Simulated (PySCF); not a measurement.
Record of a relaxation.

Species: tetrahydrofurfuryl chloride, C5H9ClO.
Numbering: `[Cl:1][CH2:2][C@@H:3]1[CH2:4][CH2:5][CH2:6][O:7]1` (hydrogens: H8, H9 on C2; H10 on C3; H11, H12 on C4; H13, H14 on C5; H15, H16 on C6)

Computed by this run: PBE0-D3(BJ)/def2-SVP geometry optimisation, gas phase in PySCF; density fitting, grid level 2; the optimiser is geomeTRIC in internal coordinates, started from a GFN2-xTB structure. 11 of its 12 geometries are shown. The frame can shift and turn from step to step; on so coarse a grid that alone can change the energy by a few meV, and forces under 0.02 eV/Å are noise.

Step 0: E = -19879.8431 eV, largest atomic force 0.721 eV/Å
```
atom  x, y, z in Å  |  force x, y, z in eV/Å
Cl1     3.171   -0.109    0.087    0.221  -0.124   0.022
C2      1.742    0.921   -0.138   -0.348  -0.245   0.413
C3      0.520    0.287    0.528    0.046   0.127  -0.302
C4      0.131   -1.063   -0.106   -0.427   0.434   0.159
C5     -1.374   -0.923   -0.333    0.404   0.596   0.033
C6     -1.505    0.585   -0.534    0.326  -0.217   0.344
O7     -0.593    1.157    0.384    0.099  -0.242  -0.145
H8      1.956    1.891    0.310    0.044   0.283   0.063
H9      1.584    1.038   -1.211   -0.083   0.084  -0.292
H10     0.716    0.187    1.603    0.118  -0.040   0.185
H11     0.649   -1.189   -1.057    0.224  -0.114  -0.285
H12     0.386   -1.900    0.538    0.151  -0.329   0.144
H13    -1.733   -1.493   -1.186   -0.177  -0.273  -0.285
H14    -1.924   -1.226    0.559   -0.239  -0.121   0.263
H15    -2.495    0.980   -0.302   -0.325   0.125  -0.020
H16    -1.239    0.865   -1.563   -0.034   0.056  -0.296
```

Step 1: E = -19879.8742 eV, largest atomic force 0.140 eV/Å
```
atom  x, y, z in Å  |  force x, y, z in eV/Å
Cl1     3.731   -0.001    0.272   -0.076   0.028   0.019
C2      2.304    1.037   -0.017    0.043   0.032  -0.123
C3      1.037    0.411    0.537    0.026  -0.028   0.077
C4      0.659   -0.931   -0.107    0.066  -0.040   0.003
C5     -0.843   -0.791   -0.326   -0.053  -0.075  -0.047
C6     -0.963    0.699   -0.593   -0.082   0.092  -0.067
O7     -0.035    1.304    0.281    0.049  -0.031   0.014
H8      2.494    2.010    0.455   -0.004  -0.022   0.005
H9      2.210    1.185   -1.104    0.021  -0.008   0.050
H10     1.151    0.307    1.632   -0.033  -0.003  -0.021
H11     1.186   -1.052   -1.070   -0.029   0.017   0.023
H12     0.937   -1.791    0.519   -0.002   0.036  -0.018
H13    -1.223   -1.413   -1.152    0.013   0.029   0.050
H14    -1.400   -1.061    0.587    0.025   0.023  -0.020
H15    -1.960    1.117   -0.380    0.041  -0.027  -0.002
H16    -0.722    0.930   -1.652   -0.005  -0.024   0.058
```

Step 2: E = -19879.8755 eV, largest atomic force 0.023 eV/Å
```
atom  x, y, z in Å  |  force x, y, z in eV/Å
Cl1     3.724   -0.003    0.288    0.002  -0.002   0.009
C2      2.305    1.037   -0.019    0.014   0.004  -0.005
C3      1.038    0.411    0.534   -0.006   0.007   0.005
C4      0.661   -0.931   -0.111    0.004  -0.008  -0.001
C5     -0.843   -0.791   -0.327   -0.005  -0.019  -0.010
C6     -0.966    0.699   -0.592   -0.008   0.013  -0.008
O7     -0.034    1.303    0.279    0.002   0.008  -0.006
H8      2.494    2.010    0.453   -0.006   0.003   0.001
H9      2.221    1.182   -1.106    0.000  -0.009   0.005
H10     1.148    0.307    1.629    0.000  -0.005  -0.004
H11     1.185   -1.049   -1.074   -0.009   0.011  -0.005
H12     0.941   -1.788    0.514    0.002   0.000  -0.004
H13    -1.225   -1.413   -1.149    0.000  -0.003   0.005
H14    -1.395   -1.059    0.588    0.004   0.008   0.006
H15    -1.961    1.115   -0.376    0.002  -0.007   0.007
H16    -0.728    0.930   -1.651    0.005   0.000   0.006
```

Step 3: E = -19879.8758 eV, largest atomic force 0.028 eV/Å
```
atom  x, y, z in Å  |  force x, y, z in eV/Å
Cl1     3.723   -0.003    0.304    0.011  -0.004   0.002
C2      2.308    1.037   -0.018   -0.004  -0.002   0.027
C3      1.038    0.411    0.531   -0.011   0.005  -0.009
C4      0.661   -0.930   -0.116   -0.010   0.005   0.007
C5     -0.843   -0.792   -0.326    0.009   0.008   0.003
C6     -0.968    0.699   -0.592    0.006  -0.014   0.010
O7     -0.033    1.304    0.275    0.005   0.009  -0.015
H8      2.493    2.011    0.453   -0.004   0.006  -0.005
H9      2.230    1.177   -1.106    0.002  -0.006  -0.010
H10     1.147    0.307    1.626    0.003  -0.010   0.006
H11     1.182   -1.045   -1.081   -0.002   0.009  -0.010
H12     0.944   -1.788    0.508    0.007  -0.008  -0.002
H13    -1.229   -1.415   -1.145   -0.004  -0.008  -0.005
H14    -1.391   -1.058    0.592   -0.002   0.003   0.007
H15    -1.963    1.114   -0.371   -0.008   0.001   0.003
H16    -0.734    0.929   -1.651    0.002   0.005  -0.008
```

Step 4: E = -19879.8764 eV, largest atomic force 0.061 eV/Å
```
atom  x, y, z in Å  |  force x, y, z in eV/Å
Cl1     3.723   -0.002    0.345    0.018  -0.004  -0.008
C2      2.315    1.035   -0.014   -0.025  -0.009   0.055
C3      1.038    0.412    0.524   -0.007   0.002  -0.020
C4      0.662   -0.926   -0.128   -0.026   0.015   0.019
C5     -0.845   -0.792   -0.324    0.021   0.036   0.015
C6     -0.974    0.699   -0.593    0.021  -0.046   0.033
O7     -0.030    1.307    0.263    0.013   0.015  -0.027
H8      2.490    2.013    0.452    0.000   0.008  -0.010
H9      2.255    1.164   -1.104    0.003   0.000  -0.020
H10     1.140    0.304    1.618   -0.001  -0.012   0.013
H11     1.173   -1.033   -1.098    0.004   0.005  -0.013
H12     0.953   -1.786    0.489    0.013  -0.014  -0.005
H13    -1.239   -1.419   -1.136   -0.006  -0.011  -0.012
H14    -1.381   -1.054    0.602   -0.009  -0.005   0.004
H15    -1.967    1.112   -0.361   -0.015   0.010  -0.005
H16    -0.750    0.927   -1.654   -0.005   0.011  -0.019
```

Step 6: E = -19879.8775 eV, largest atomic force 0.039 eV/Å
```
atom  x, y, z in Å  |  force x, y, z in eV/Å
Cl1     3.727    0.002    0.438    0.004   0.001  -0.010
C2      2.331    1.028    0.005   -0.013  -0.010   0.021
C3      1.037    0.412    0.507    0.017  -0.016  -0.001
C4      0.663   -0.918   -0.157   -0.014   0.007   0.020
C5     -0.848   -0.790   -0.316    0.012   0.027   0.013
C6     -0.986    0.698   -0.596    0.009  -0.030   0.024
O7     -0.017    1.317    0.225    0.013   0.011  -0.035
H8      2.484    2.017    0.455    0.007  -0.002   0.000
H9      2.314    1.132   -1.090   -0.005   0.011  -0.006
H10     1.117    0.293    1.603   -0.016   0.002   0.007
H11     1.150   -1.000   -1.143    0.001   0.000  -0.004
H12     0.977   -1.786    0.437    0.011  -0.005  -0.006
H13    -1.264   -1.427   -1.110    0.000  -0.002  -0.006
H14    -1.357   -1.043    0.628   -0.009  -0.009  -0.005
H15    -1.973    1.111   -0.341   -0.006   0.006  -0.004
H16    -0.792    0.915   -1.665   -0.010   0.006  -0.008
```

Step 7: E = -19879.8781 eV, largest atomic force 0.030 eV/Å
```
atom  x, y, z in Å  |  force x, y, z in eV/Å
Cl1     3.729    0.000    0.472   -0.007   0.003  -0.005
C2      2.338    1.024    0.015    0.006  -0.005  -0.011
C3      1.037    0.413    0.499    0.018  -0.018   0.014
C4      0.663   -0.914   -0.169    0.005  -0.004   0.009
C5     -0.849   -0.789   -0.311   -0.003   0.001   0.006
C6     -0.990    0.696   -0.598   -0.007   0.003   0.001
O7     -0.009    1.322    0.203    0.008   0.003  -0.029
H8      2.486    2.016    0.461    0.007  -0.007   0.009
H9      2.338    1.123   -1.080   -0.009   0.012   0.006
H10     1.102    0.289    1.597   -0.016   0.010   0.000
H11     1.139   -0.984   -1.162   -0.004   0.000   0.001
H12     0.989   -1.786    0.413    0.004   0.004  -0.002
H13    -1.274   -1.430   -1.097    0.006   0.005   0.000
H14    -1.347   -1.039    0.640   -0.004  -0.005  -0.007
H15    -1.975    1.112   -0.332    0.003  -0.002   0.004
H16    -0.813    0.907   -1.672   -0.007   0.000   0.004
```

Step 8: E = -19879.8788 eV, largest atomic force 0.044 eV/Å
```
atom  x, y, z in Å  |  force x, y, z in eV/Å
Cl1     3.729   -0.008    0.497   -0.016   0.003   0.001
C2      2.346    1.020    0.026    0.024   0.002  -0.037
C3      1.037    0.414    0.492    0.006  -0.011   0.023
C4      0.664   -0.910   -0.179    0.022  -0.014  -0.006
C5     -0.850   -0.788   -0.306   -0.016  -0.029  -0.001
C6     -0.995    0.695   -0.600   -0.020   0.033  -0.021
O7      0.001    1.329    0.176    0.006  -0.004  -0.016
H8      2.492    2.012    0.474    0.006  -0.010   0.015
H9      2.359    1.120   -1.069   -0.009   0.009   0.015
H10     1.084    0.289    1.591   -0.011   0.015  -0.006
H11     1.130   -0.971   -1.177   -0.007   0.000   0.006
H12     1.001   -1.785    0.393   -0.006   0.011   0.003
H13    -1.282   -1.434   -1.085    0.010   0.009   0.004
H14    -1.338   -1.035    0.651    0.001   0.001  -0.006
H15    -1.976    1.113   -0.323    0.011  -0.011   0.013
H16    -0.838    0.899   -1.679   -0.001  -0.004   0.015
```

Step 9: E = -19879.8794 eV, largest atomic force 0.059 eV/Å
```
atom  x, y, z in Å  |  force x, y, z in eV/Å
Cl1     3.727   -0.022    0.511   -0.014   0.000   0.005
C2      2.354    1.016    0.036    0.027   0.008  -0.042
C3      1.037    0.416    0.484   -0.010   0.002   0.021
C4      0.665   -0.907   -0.187    0.028  -0.017  -0.016
C5     -0.849   -0.788   -0.302   -0.020  -0.040  -0.005
C6     -1.000    0.694   -0.603   -0.026   0.043  -0.031
O7      0.011    1.336    0.148    0.006  -0.011  -0.004
H8      2.502    2.004    0.491    0.003  -0.009   0.014
H9      2.375    1.125   -1.059   -0.006   0.003   0.015
H10     1.065    0.293    1.584   -0.001   0.012  -0.008
H11     1.123   -0.961   -1.189   -0.007   0.000   0.007
H12     1.011   -1.782    0.379   -0.011   0.012   0.008
H13    -1.286   -1.436   -1.075    0.010   0.010   0.005
H14    -1.330   -1.033    0.659    0.005   0.005  -0.004
H15    -1.976    1.113   -0.311    0.013  -0.013   0.016
H16    -0.863    0.891   -1.686    0.003  -0.005   0.018
```

Step 10: E = -19879.8799 eV, largest atomic force 0.035 eV/Å
```
atom  x, y, z in Å  |  force x, y, z in eV/Å
Cl1     3.722   -0.037    0.516   -0.005  -0.001   0.005
C2      2.360    1.014    0.041    0.014   0.008  -0.022
C3      1.037    0.419    0.479   -0.020   0.012   0.009
C4      0.666   -0.904   -0.191    0.017  -0.010  -0.016
C5     -0.849   -0.787   -0.301   -0.011  -0.026  -0.002
C6     -1.004    0.694   -0.605   -0.015   0.025  -0.020
O7      0.017    1.340    0.128    0.008  -0.009   0.002
H8      2.513    1.997    0.506    0.000  -0.004   0.006
H9      2.385    1.131   -1.052   -0.001  -0.002   0.008
H10     1.053    0.300    1.579    0.005   0.003  -0.004
H11     1.121   -0.957   -1.195   -0.003  -0.001   0.005
H12     1.016   -1.778    0.374   -0.009   0.007   0.007
H13    -1.287   -1.439   -1.071    0.006   0.005   0.002
H14    -1.325   -1.032    0.662    0.003   0.004  -0.001
H15    -1.977    1.111   -0.300    0.007  -0.009   0.011
H16    -0.883    0.887   -1.690    0.003  -0.002   0.010
```

Step 11: E = -19879.8800 eV, largest atomic force under 0.02 eV/Å
```
atom  x, y, z in Å  |  force x, y, z in eV/Å
Cl1     3.719   -0.044    0.521    0.002  -0.001   0.002
C2      2.362    1.013    0.042    0.000   0.004  -0.003
C3      1.036    0.421    0.475   -0.013   0.010   0.001
C4      0.667   -0.903   -0.193    0.004  -0.002  -0.007
C5     -0.848   -0.788   -0.301   -0.002  -0.005   0.002
C6     -1.007    0.694   -0.606   -0.005   0.004  -0.004
O7      0.019    1.342    0.118    0.008  -0.005   0.000
H8      2.518    1.994    0.511   -0.001   0.000   0.000
H9      2.392    1.133   -1.050    0.002  -0.003   0.000
H10     1.049    0.304    1.576    0.005  -0.003   0.000
H11     1.121   -0.956   -1.197    0.000  -0.002   0.001
H12     1.017   -1.776    0.374   -0.004   0.002   0.004
H13    -1.287   -1.440   -1.069    0.002   0.002  -0.002
H14    -1.322   -1.032    0.663    0.000   0.000   0.000
H15    -1.978    1.109   -0.292    0.001  -0.002   0.004
H16    -0.894    0.887   -1.691    0.000   0.001   0.002
```

**Question.** Summarise the path.

**Answer.** The energy falls by 0.85 kcal/mol from step 0 to step 11; nine tenths of that is first reached at step 4. It falls at every step. The largest force goes from 0.721 to under 0.02 eV/Å. Among the bonds C2–C3 changes most (a near tie, within 0.001 Å, with another), from 1.529 to 1.516 Å; the atoms move by 0.194 Å rms after alignment.

The cost below is that of the whole optimisation. The run took 2.1 min on an Intel Xeon Platinum 8488C with one thread, shared host with 192 logical CPUs at a one-minute load of 128, and the process peaked at 0.73 GiB of memory.
